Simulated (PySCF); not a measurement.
HSe (charge -1).
InChI=1S/H2Se/h1H2/p-1

The closed-shell ground state was solved at several levels (PySCF, density fitting, gas phase). Geometry: GFN2-xTB; no solvent, vibrations or thermal averaging. Relativistic effects, spin–orbit coupling among them, are left out although an element past zinc is present. Where the HOMO energy is positive, the finite basis confines the outermost electrons. No diffuse functions stand in pcJ-1 (pcSseg-1 on Se) and pcSseg-1, which bears on an anion's orbital energies.

```
                       level  basis functions  HOMO (eV)  LUMO (eV)  gap (eV)
B3LYP/pcJ-1 (pcSseg-1 on Se)               51       1.35       7.43      6.08
         CAM-B3LYP/def2-SVPD               49      -1.40       5.47      6.87
```

(1) Estimate the row for PBE0/pcSseg-1, a basis of 46 functions; the other rows only guide the guess.

(2) Over all these levels, which gives the widest orbital gap and which the narrowest?

## Answers

(1) HOMO 1.00 eV, LUMO 7.67 eV, gap 6.67 eV.

(2) CAM-B3LYP/def2-SVPD (range-separated hybrid) has the widest, 6.87 eV, and B3LYP/pcJ-1 (pcSseg-1 on Se) (global hybrid, 20 % exact exchange) the narrowest, 6.08 eV. Functional and basis both differ between the two, so the spread mixes both effects.
